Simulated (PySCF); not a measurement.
```xyz
5
charge 0 multiplicity 1, angstrom
Se    0.0000    0.0000   -0.0265
H     0.0000    1.6244    0.2745
H     0.0000   -1.6244    0.2745
H     1.2461    0.0000    0.7768
H    -1.2461    0.0000    0.7768
```

Computed with PBE0 in PySCF with Se def2-TZVP, H def2-TZVP; no relativity; density-fitted integrals.

This geometry of SeH4 is a stationary point at this level.

(1) What is the point group?

(2) Is it a minimum?

(3) Which band is strongest in the infrared?

(4) What are the dipole moment and the gap between the highest occupied and lowest empty levels?

Results:

(1) C2v.

(2) Yes: all harmonic wavenumbers are real.

(3) 1453 cm⁻¹ (b2), 1708 km/mol.

(4) 0.30 D and 5.04 eV.

At this level a singlet minimum of C4v symmetry lies 3 kJ/mol below this structure.
